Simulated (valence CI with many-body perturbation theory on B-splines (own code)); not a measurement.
## E1 line list for Nd XII

Method: configuration interaction combined with many-body perturbation theory (CI+MBPT): three valence electrons over a frozen Dirac-Fock core [Kr] 4d10, a basis of 7 s, 7 p, 7 d, 7 f, 4 g, 2 h functions for each j, with the one-electron correlation potential Σ1, the two-electron term Σ2, the three-electron term Σ3, Breit, model QED; selected CI, second order for the rest, scaled by the run's own slope (own B-spline code, finite nucleus).

No measured levels were compared; by estimate terms of the open shell hold to a few per cent of their energy, and close levels can change places; configurations with another count of f electrons can be misplaced by thousands of cm⁻¹.

Lines 51 to 100 of 587 in falling wavelength, among levels below 55.041 eV, chosen from the strongest by gf and those to the six lowest levels. Wavelengths and rates use the calculated energies, so an error of 3000 cm⁻¹ moves a line at 630.2 Å by 1.9 % and its rate by three times that or more. Electric multipoles are in the length gauge, E1 and E2 with the static RPA response of the core. Weak lines are less certain than strong ones. Lines between different terms over intervals too small for the method are left out, as are lines whose strength nearly cancels. Where a level lies close to another of its J and parity, the split of strength between their lines is uncertain. The highest levels of a list are the least certain.

Names give the largest LS component (configuration and term), which can be under half, so a name can repeat, a term be missing and a line seem to break the LS rules; names also repeat where a configuration has a term twice. Letters in brackets count levels of one name in rising energy.

| λ vac (Å) | Upper | Lower | A (s⁻¹) | log gf | Branch % |
| --- | --- | --- | --- | --- | --- |
| 630.2 | 4f²5p ⁴D°_1/2 [a] | 4f²5s ²P_1/2 | 7.12e+08 | -1.07 | 16.9 |
| 629.3 | 4f5p² ⁴D°_5/2 | 4f5s5p ²F_5/2 [b] | 2.47e+08 | -1.06 | 2.2 |
| 628.6 | 4f³ ²F°_5/2 [a] | 4f²5s ²P_3/2 | 6.14e+08 | -0.66 | 27.2 |
| 628.3 | 4f³ ²I°_13/2 | 4f²5s ²I_13/2 | 1.50e+08 | -0.91 | 62.7 |
| 627.5 | 4f5s5p ⁴F_5/2 | 4f5s² ²F°_5/2 | 2.94e+08 | -0.98 | 73.7 |
| 625.6 | 4f²5p ⁴H°_9/2 [a] | 4f²5s ²H_11/2 | 2.53e+08 | -0.83 | 6.3 |
| 625.3 | 4f²5p ²D°_5/2 [a] | 4f²5s ²F_7/2 | 4.67e+08 | -0.78 | 12.7 |
| 621.9 | 4f5s5p ²D_3/2 [a] | 5s²5p ²P°_1/2 | 1.11e+08 | -1.59 | 45.5 |
| 621.1 | 4f²5p ⁴D°_3/2 [a] | 4f²5s ²P_1/2 | 3.56e+08 | -1.08 | 8.1 |
| 620.8 | 4f²5p ²D°_3/2 [a] | 4f²5s ²F_5/2 | 9.75e+08 | -0.65 | 37.7 |
| 620.5 | 5s5p² ⁴P_5/2 | 5s²5p ²P°_3/2 | 3.22e+08 | -0.95 | 42.9 |
| 620.4 | 4f²5p ⁴H°_9/2 [a] | 4f²5s ²G_7/2 | 1.95e+08 | -0.95 | 4.8 |
| 620.0 | 4f²5p ⁴G°_9/2 [a] | 4f²5s ²F_7/2 | 3.64e+08 | -0.68 | 9.3 |
| 618.3 | 4f³ ²F°_5/2 [b] | 4f²5s ²P_3/2 | 5.62e+08 | -0.71 | 21.2 |
| 616.1 | 4f²5p ⁴G°_7/2 [a] | 4f²5s ²F_5/2 | 4.28e+08 | -0.71 | 12.2 |
| 615.4 | 4f²5p ⁴H°_7/2 | 4f²5s ²H_9/2 | 5.81e+08 | -0.58 | 14.3 |
| 613.7 | 4f5p² ²G°_9/2 [b] | 4f5s5p ²F_7/2 [c] | 1.46e+08 | -1.08 | 2.0 |
| 612.6 | 4f³ ²P°_3/2 [a] | 4f²5s ²F_5/2 | 3.77e+08 | -1.07 | 27.5 |
| 612.6 | 4f5s5p ²F_5/2 [a] | 4f5s² ²F°_7/2 | 2.07e+08 | -1.16 | 45.8 |
| 611.8 | 4f²5p ²D°_5/2 [a] | 4f²5s ²F_5/2 | 5.19e+08 | -0.76 | 14.2 |
| 611.3 | 4f²5p ⁴D°_7/2 [a] | 4f²5s ²F_7/2 | 3.93e+08 | -0.75 | 9.3 |
| 611.2 | 4f²5p ⁴G°_11/2 [a] | 4f²5s ²H_11/2 | 1.11e+09 | -0.13 | 31.2 |
| 610.7 | 4f²5p ⁴I°_11/2 | 4f²5s ²H_9/2 | 5.53e+08 | -0.43 | 13.8 |
| 609.3 | 4f²5p ⁴H°_9/2 [a] | 4f²5s ²H_9/2 | 5.57e+08 | -0.51 | 13.8 |
| 607.5 | 4f²5p ⁴G°_7/2 [a] | 4f²5s ²G_9/2 | 1.79e+08 | -1.10 | 5.1 |
| 605.7 | 4f²5p ⁴H°_13/2 | 4f²5s ²H_11/2 | 1.07e+09 | -0.08 | 25.0 |
| 604.2 | 4f²5p ²F°_7/2 [a] | 4f²5s ²F_7/2 | 2.07e+08 | -1.04 | 4.9 |
| 603.3 | 5s5p² ⁴P_1/2 | 5s²5p ²P°_1/2 | 4.84e+08 | -1.28 | 96.7 |
| 601.3 | 4f²5p ⁴H°_9/2 [a] | 4f²5s ⁴F_9/2 | 2.62e+08 | -0.85 | 6.5 |
| 600.6 | 4f³ ⁴G°_11/2 | 4f²5s ²H_11/2 | 1.79e+08 | -0.93 | 35.8 |
| 599.6 | 4f5s5p ²G_7/2 [a] | 4f5s² ²F°_7/2 | 6.04e+08 | -0.58 | 91.0 |
| 598.4 | 4f²5p ⁴G°_9/2 [a] | 4f²5s ²G_9/2 | 1.92e+08 | -0.99 | 4.9 |
| 598.3 | 4f²5p ⁴D°_7/2 [a] | 4f²5s ²F_5/2 | 2.27e+08 | -1.01 | 5.4 |
| 597.4 | 4f²5p ²D°_5/2 [a] | 4f²5s ²G_7/2 | 2.89e+08 | -1.03 | 7.9 |
| 597.2 | 4f5s5p ²F_5/2 [a] | 4f5s² ²F°_5/2 | 2.44e+08 | -1.11 | 54.0 |
| 594.3 | 4f³ ²H°_9/2 [a] | 4f²5s ⁴H_9/2 | 2.76e+08 | -0.83 | 22.3 |
| 593.8 | 4f²5p ²H°_9/2 [a] | 4f²5s ²F_7/2 | 1.07e+09 | -0.25 | 25.1 |
| 593.5 | 4f²5p ²S°_1/2 | 4f²5s ⁴P_3/2 | 1.32e+09 | -0.85 | 33.4 |
| 593.5 | 4f²5p ²F°_5/2 [a] | 4f²5s ²D_3/2 | 1.71e+09 | -0.27 | 48.5 |
| 593.1 | 4f³ ⁴G°_5/2 | 4f²5s ⁴F_5/2 | 3.92e+08 | -0.91 | 26.8 |
| 592.6 | 4f²5p ⁴G°_9/2 [a] | 4f²5s ²G_7/2 | 7.13e+08 | -0.43 | 18.3 |
| 592.3 | 4f²5p ²F°_5/2 [a] | 4f²5s ²D_5/2 | 1.00e+09 | -0.50 | 28.4 |
| 591.6 | 4f²5p ⁴I°_9/2 | 4f²5s ⁴H_9/2 | 7.11e+08 | -0.43 | 26.1 |
| 590.8 | 4f³ ²F°_5/2 [a] | 4f²5s ⁴P_5/2 | 5.98e+08 | -0.73 | 26.5 |
| 590.4 | 4f²5p ²I°_11/2 [a] | 4f²5s ²I_11/2 | 2.31e+09 | 0.16 | 56.9 |
| 590.2 | 4f²5p ²I°_11/2 [a] | 4f²5s ²I_13/2 | 1.45e+09 | -0.04 | 35.8 |
| 589.5 | 4f³ ⁴G°_5/2 | 4f²5s ⁴F_3/2 | 8.56e+08 | -0.57 | 58.4 |
| 589.5 | 4f²5p ⁴D°_3/2 [a] | 4f²5s ⁴P_5/2 | 5.45e+08 | -0.94 | 12.4 |
| 589.1 | 4f²5p ²P°_3/2 [a] | 4f²5s ²D_5/2 | 2.97e+09 | -0.21 | 74.4 |
| 588.7 | 4f³ ²H°_9/2 [a] | 4f²5s ⁴H_7/2 | 6.71e+08 | -0.46 | 54.1 |

(1) How does gf follow from A for the line at 611.3 Å?

Results:

(1) gf = 1.4992 × (2J+1)_upper × A / σ², with σ = 163598 cm⁻¹ and 2J+1 = 8: gf = 0.176.
